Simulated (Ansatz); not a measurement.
C$_{2}$H$_{5}$ClOSSi (`C[Si](S)(Cl)C=O`), relaxed with RKS PBE-D4/def2-SVP in Ansatz 0.2.0 from a rough embedded geometry. The force threshold is 0.03 eV/Å; the program also tests the step.

Total charge 0; spin multiplicity 1.

Start:

```xyz
11

C     1.528   -0.161   -0.299
Si   -0.322   -0.509   -0.015
S    -1.334   -0.203   -1.874
Cl   -0.580   -2.456    0.411
C    -1.094    0.556    1.290
O    -0.796    1.754    1.361
H     1.661    0.869   -0.581
H     1.888   -0.819   -1.068
H     2.030   -0.319    0.681
H    -1.164    1.177   -1.904
H    -1.818    0.112    1.998
```

| step | energy (eV) | largest force (eV/Å) | largest move (Å) |
| --- | --- | --- | --- |
| 1 | -35408.4900 | 1.894 | 0.000 |
| 2 | -35408.6555 | 1.248 | 0.126 |
| 3 | -35408.6669 | 2.076 | 0.109 |
| 4 (rejected) | -35408.6130 | 0.977 | 0.200 |
| 5 | -35408.7369 | 0.592 | 0.048 |
| 6 | -35408.7412 | 0.436 | 0.047 |
| 7 (rejected) | -35408.7406 | 0.263 | 0.053 |
| 8 | -35408.7445 | 0.076 | 0.027 |
| 9 | -35408.7452 | 0.036 | 0.029 |
| 10 | -35408.7457 | 0.057 | 0.045 |
| 11 | -35408.7459 | 0.076 | 0.022 |
| 12 | -35408.7462 | 0.024 | 0.019 |

End:

```xyz
11

C     1.512   -0.143   -0.271
Si   -0.299   -0.557   -0.062
S    -1.480   -0.252   -1.849
Cl   -0.601   -2.550    0.466
C    -1.069    0.602    1.283
O    -0.682    1.758    1.349
H     1.617    0.961   -0.325
H     1.925   -0.597   -1.194
H     2.090   -0.504    0.603
H    -1.098    1.056   -1.947
H    -1.913    0.226    1.947
```

It took 24 s on 4 threads of an Intel Xeon Platinum 8259CL on a shared host, with 0.2 GiB of host memory at the peak.
